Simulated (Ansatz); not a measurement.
Basis sets compared for Ca4O3⁺. The state is a doublet with charge 1. Geometry PBE0-D4/def2-SVP. Ansatz on 4 threads of Arm Neoverse V1 on a shared host; times are rough, and most runs start from earlier orbitals.

| atom | x (Å) | y (Å) | z (Å) |
| --- | --- | --- | --- |
| Ca1 | -1.8305 | 0.1735 | 1.1315 |
| Ca2 | -0.3136 | 0.8948 | -1.9397 |
| Ca3 | 0.4301 | -1.5527 | -0.1520 |
| Ca4 | 1.5384 | 1.1178 | 1.0223 |
| O5 | 1.4053 | 0.2480 | -0.8974 |
| O6 | 0.1510 | -0.3484 | 1.6424 |
| O7 | -1.3807 | -0.5330 | -0.8071 |

The structure comes from a short search, and lower isomers may exist.

| level | functions | energy (Eh) | HOMO (eV) | LUMO (eV) | wall time |
| --- | --- | --- | --- | --- | --- |
| PBE-D4/def2-SVP | 138 | -2934.6207 | -6.33 | -5.63 | 7.5 s |
| PBE0-D4/def2-SVP | 138 | -2934.7724 | -6.79 | -4.89 | 8 s |

**Question.** Estimate the rows for PBE-D4/def2-TZVP, PBE0-D4/def2-TZVP.

**Answer.** 
| level | functions | energy (Eh) | HOMO (eV) | LUMO (eV) | wall time |
| --- | --- | --- | --- | --- | --- |
| PBE-D4/def2-TZVP | 237 | -2935.2177 | -6.35 | -5.63 | 9 s |
| PBE0-D4/def2-TZVP | 237 | -2935.3649 | -6.83 | -4.90 | 26 s |
